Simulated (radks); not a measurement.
Question: These are the eigenvalues of the occupied orbitals of an atom or ion with whole-number occupations (hartree). Calculated with a radial shooting solver on a logarithmic mesh with Libxc functionals: Dirac Kohn-Sham, PBE, spin-unpolarised, spherical densities, point nucleus.

orbital  eigenvalue
1s1/2     -28.55989
2s1/2      -4.28873
2p1/2      -3.65145
2p3/2      -3.64715

Which element is it, and in what charge state? The configuration may be excited. Open shells, if any, are shared by 2j + 1.

Answer: Z = 9, fluorine, charge +4: F4+ in [He] 2s2 2p1. The list shows which subshells hold electrons but not how many an open one holds; the 1s level, -28.56 hartree, gives Z - s = 7.6 by -(Z - s)^2/2, which with screening and relativity narrows Z to a few neighbours, and the depths of the outer levels then fix element, charge and occupations together.
